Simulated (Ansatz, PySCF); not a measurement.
Ti(H)3(OSiH3) (H6OSiTi), SMILES [TiH3][O][SiH3], multiplicity 1. Atoms are numbered in the order given.

```xyz
9

Ti     0.0000     0.0000     1.4430
H      0.4187    -1.5558     1.9749
H      1.1380     1.1405     1.9749
H     -1.5568     0.4153     1.9749
O      0.0000     0.0000    -0.3039
Si     0.0000     0.0000    -1.9887
H      0.3516    -1.3639    -2.4659
H      1.0054     0.9865    -2.4659
H     -1.3570     0.3775    -2.4659
```
Charge 0, spin multiplicity 1.

The structure is a stationary point at B3LYP-D3(BJ)/def2-SVP. A frequency run showed that this geometry is not a minimum. The spin state was assumed, not searched. The structure was generated by enumeration; whether it is a known compound was not checked.

Vertical ionisation energy (IE) and electron affinity (EA) in eV. Rows of orbital energies are one-electron estimates. Where ΔSCF, EOM or ADC give a negative EA the extra electron is unbound and the value depends on the basis.

```tsv
level	IE	EA
−ε(HOMO), −ε(LUMO), HF/def2-TZVPD (PySCF)	12.05	-1.05
−ε(HOMO), −ε(LUMO), PBE/def2-TZVPD (PySCF)	7.03	3.66
ΔSCF, PBE0/def2-SVPD (Ansatz), final states of multiplicity 2 and 2	10.53	0.98
ΔSCF, PBE/def2-SVPD (Ansatz), final states of multiplicity 2 and 2	10.01	0.68
```

**Question.** What vertical singlet–triplet gap does ΔSCF give with PBE0/def2-SVPD (Ansatz, a program for electronic structure) and with PBE/def2-SVPD (Ansatz)? (Estimate from the structure and the level; the computed values follow.)

**Answer.** 3.00 and 3.07 eV (triplet above singlet where positive).
